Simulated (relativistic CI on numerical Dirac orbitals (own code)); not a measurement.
## The 4d ions of charge 3+

Method of calculation: Dirac-Coulomb-Breit CI, KLI orbitals optimised for each configuration, QED by a radiative potential, unscaled Slater integrals (own radial code, finite nucleus).

Each species is treated in one configuration, given outside its closed core, with all valence electrons in the open shell. Radial values are for the open shell of highest l, unscaled and averaged over j; ζ includes the Breit term. Labels give the leading LS character, summed over repeated terms.

```csv
Ion,Configuration,Its lowest level,LS weight (%),g_J,g√(J(J+1)),⟨r⟩ (bohr),⟨r²⟩ (bohr²),ζ (cm⁻¹)
Zr³⁺,4d,2D_3/2,100,0.799,1.55,1.836,3.93,443.3
Nb³⁺,4d2,3F_2,99,0.668,1.64,1.715,3.437,585
Mo³⁺,4d3,4F_3/2,99,0.401,0.78,1.61,3.034,747.2
Tc³⁺,4d4,5D_0,99,,0.00,1.519,2.704,931.5
Ru³⁺,4d5,6S_5/2,99,1.999,5.91,1.439,2.429,1139
Rh³⁺,4d6,5D_4,99,1.497,6.70,1.368,2.197,1373
Pd³⁺,4d7,4F_9/2,98,1.329,6.61,1.304,2,1633
Ag³⁺,4d8,3F_4,99,1.248,5.58,1.247,1.83,1923
Cd³⁺,4d9,2D_5/2,100,1.200,3.55,1.195,1.682,2244
```

At low charge ζ of a weakly bound d or f electron comes out too small.
